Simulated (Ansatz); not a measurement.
Tuning the range parameter of LC-ωPBE so that −HOMO meets the ionisation energy; basis def2-SVP, Ansatz. System: B9N9H24, a nanocrystal cut from wurtzite BN (hydrogen-capped). Total charge 0; singlet. Geometry: PBE-D4/def2-SVP. The ionised state is a doublet.

Geometry of the singlet:

```tsv
atom	x (Å)	y (Å)	z (Å)
B1	-1.887	1.492	1.998
N2	-1.925	2.292	0.595
N3	-0.895	0.284	1.738
B4	-1.446	-0.683	0.627
B5	-1.009	1.652	-0.530
N6	-1.462	0.164	-0.745
N7	-0.455	-1.881	0.396
B8	-0.999	-2.877	-0.710
B9	-0.572	-0.493	-1.860
N10	-1.052	-1.991	-2.059
B11	0.558	0.793	1.418
N12	0.463	1.583	0.014
N13	1.529	-0.419	1.178
B14	1.002	-1.394	0.062
B15	1.393	0.955	-1.084
N16	0.890	-0.518	-1.288
B17	3.003	0.072	0.869
N18	2.870	0.901	-0.511
H19	-3.019	1.079	2.249
H20	-1.443	2.240	2.869
H21	-2.890	2.352	0.247
H22	-1.646	3.271	0.738
H23	-0.875	-0.222	2.633
H24	-2.571	-1.085	0.907
H25	-1.092	2.317	-1.560
H26	-2.426	0.187	-1.098
H27	-0.422	-2.449	1.253
H28	-2.139	-3.250	-0.436
H29	-0.215	-3.810	-0.879
H30	-0.643	0.111	-2.928
H31	-2.005	-1.989	-2.444
H32	-0.483	-2.430	-2.794
H33	0.976	1.529	2.307
H34	0.778	2.548	0.166
H35	1.618	-0.946	2.057
H36	1.763	-2.344	-0.093
H37	1.377	1.601	-2.130
H38	1.490	-0.949	-2.002
H39	3.402	0.832	1.751
H40	3.752	-0.887	0.685
H41	3.215	1.861	-0.382
H42	3.493	0.502	-1.225
```

```json
{"ω (1/bohr)": "0.1", "HOMO (eV)": "-7.43", "LUMO (eV)": "1.19", "vertical IE (eV)": "8.26", "HOMO + IE (eV)": "0.83"}
{"ω (1/bohr)": "0.15", "HOMO (eV)": "-8.07", "LUMO (eV)": "1.73", "vertical IE (eV)": "8.57", "HOMO + IE (eV)": "0.49"}
{"ω (1/bohr)": "0.3", "HOMO (eV)": "-9.52", "LUMO (eV)": "2.71", "vertical IE (eV)": "9.36", "HOMO + IE (eV)": "-0.16"}
```

(1) Estimate the row for 0.2 bohr⁻¹.

(2) Where does the tuning condition hold?

Answers

(1) 
```
ω (1/bohr)  HOMO (eV)  LUMO (eV)  vertical IE (eV)  HOMO + IE (eV)
       0.2      -8.63       2.15              8.85            0.21
```

(2) Near ω = 0.26 bohr⁻¹, by linear interpolation.
